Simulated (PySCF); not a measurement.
## EPR parameters of C2H12NOSi3

Species: C₂H₁₂NOSi₃ (doublet state).
Z-matrix (Å and degrees, GFN2-xTB geometry), rows numbered from 1:
```
C 
N   1  1.4382
C   2  1.4396  1  112.39
Si  2  1.7249  1  120.50  3   154.69
Si  4  2.2675  2  106.71  1    57.28
O   4  1.6306  2  107.88  1   171.99
Si  6  1.6086  4  158.93  2   -52.64
H   1  1.0882  2  109.81  3   175.29
H   1  1.0980  2  111.79  3   -64.33
H   1  1.0938  2  109.98  3    55.67
H   3  1.0859  2  109.29  1  -179.92
H   3  1.0975  2  111.98  1    59.42
H   3  1.0945  2  109.78  1   -60.69
H   4  1.4821  2  112.53  1   -80.51
H   5  1.4728  4  117.80  2   -79.32
H   5  1.4696  4  119.26  2   153.30
H   7  1.4613  6  105.09  4  -130.29
H   7  1.4643  6  107.08  4   110.31
H   7  1.4625  6  109.25  4    -9.93
```

The hyperfine couplings belong to this conformer and change with its torsions.

As a line formula: `N(C)(C)[Si@H](O[SiH3])[SiH2]` [radical].

Computed with UKS B3LYP, pcH-1 on C H N O Si, non-relativistic, mean-field spin-orbit, GIAO in PySCF 2.14.0. One conformer (not necessarily the lowest) at the GFN2-xTB geometry, without solvent, vibrations or thermal averaging. A GFN2-xTB geometry isn't a minimum of the functional, and hyperfine couplings can be far from their values at a DFT geometry, by a factor of two or more for some ions and for spin on atoms past the first row. Stability of the SCF solution: not tested.

```
g1, g2, g3                      : 2.00210, 2.00462, 2.00527
g_iso                           : 2.00400
Form of g                       : rhombic: the two nearest values differ by 21 % of g3 − g1
⟨S²⟩                            : 0.7523 (exact 0.7500)
α and β electrons               : 41, 40
HOMO–LUMO gap, α and β orbitals : 5.41, 3.12 eV
```

Hyperfine couplings atom by atom, in mT; T1 to T3 are the principal values of the dipolar part; ρ(0) is the spin density at the nucleus (MHz turned into mT with g_iso):

| atom | isotope | a_iso | of which spin–orbit | T1 | T2 | T3 | Mulliken spin population | ρ(0) (bohr⁻³) |
| --- | --- | --- | --- | --- | --- | --- | --- | --- |
| C1 | 13C | 0.01 | 0.00 | -0.01 | -0.01 | 0.02 | 0.00 | 0.0003 |
| N2 | 14N | 0.05 | 0.00 | -0.02 | -0.01 | 0.03 | 0.01 | 0.0039 |
| C3 | 13C | -0.03 | 0.00 | -0.01 | 0.00 | 0.01 | 0.00 | -0.0008 |
| Si4 | 29Si | -0.23 | 0.00 | -0.34 | 0.13 | 0.21 | 0.02 | 0.0074 |
| Si5 | 29Si | -12.86 | 0.03 | -6.24 | 3.08 | 3.16 | 0.98 | 0.4069 |
| O6 | 17O | 0.03 | 0.00 | -0.04 | 0.01 | 0.03 | 0.00 | -0.0015 |
| Si7 | 29Si | -0.01 | 0.00 | -0.01 | 0.00 | 0.01 | 0.00 | 0.0003 |
| H8 | 1H | 0.00 | 0.00 | -0.09 | -0.08 | 0.17 | 0.00 | 0.0000 |
| H9 | 1H | -0.01 | 0.00 | -0.03 | -0.03 | 0.06 | 0.00 | 0.0000 |
| H10 | 1H | -0.01 | 0.00 | -0.04 | -0.03 | 0.07 | 0.00 | 0.0000 |
| H11 | 1H | 0.00 | 0.00 | -0.03 | -0.02 | 0.05 | 0.00 | 0.0000 |
| H12 | 1H | 0.09 | 0.00 | -0.02 | -0.02 | 0.04 | 0.00 | 0.0005 |
| H13 | 1H | 0.03 | 0.00 | -0.02 | -0.02 | 0.05 | 0.00 | 0.0002 |
| H14 | 1H | 1.77 | 0.00 | -0.09 | -0.01 | 0.09 | 0.02 | 0.0111 |
| H15 | 1H | -0.17 | 0.00 | -0.37 | 0.07 | 0.30 | -0.02 | -0.0011 |
| H16 | 1H | 0.24 | 0.00 | -0.37 | 0.08 | 0.29 | -0.01 | 0.0015 |
| H17 | 1H | 0.00 | 0.00 | -0.02 | -0.02 | 0.05 | 0.00 | 0.0000 |
| H18 | 1H | 0.03 | 0.00 | -0.02 | -0.02 | 0.03 | 0.00 | 0.0002 |
| H19 | 1H | 0.03 | 0.00 | -0.04 | -0.03 | 0.07 | 0.00 | 0.0002 |

The largest Mulliken spin population is on Si5 (+0.98). The angles at Si5 add up to 341.0°, so it is pyramidal.

Axes: g2 points within 14° of the Si4–Si5 bond.

Under fast tumbling the dipolar parts average out, and these isotropic splittings remain: 1 × 1H (H14, I = 1/2, 2 lines) with 1.77 mT, 1 × 14N (N2, I = 1, 3 lines) with 0.05 mT, 3 × 1H (H11/H12/H13, I = 1/2, 4 lines) with 0.04 mT and 2 × 1H (H15/H16, I = 1/2, 3 lines) with 0.04 mT.

Means are taken over nuclei equivalent by connectivity, which assumes that they swap fast. C1 and C3, with what hangs on them, aren't averaged: N2 is flat or nearly so (angle sum 355°), and its turn about the short N2–Si4 bond (1.72 Å) is taken as slow. The 1H value of +1.0 MHz is a mean of couplings from -4.8 to 6.8 MHz in this one geometry, not an average over conformers.

The 29Si coupling of Si5 (-360.7 MHz) shows only in satellite lines or after enrichment, since that isotope makes up about 4.7 % of natural silicon.

The spin density at the nucleus, in bohr⁻³, is negative for O6 (-0.0015), for instance. A restricted open-shell determinant has no negative spin density anywhere; here it arises because α and β orbitals differ (spin polarisation).
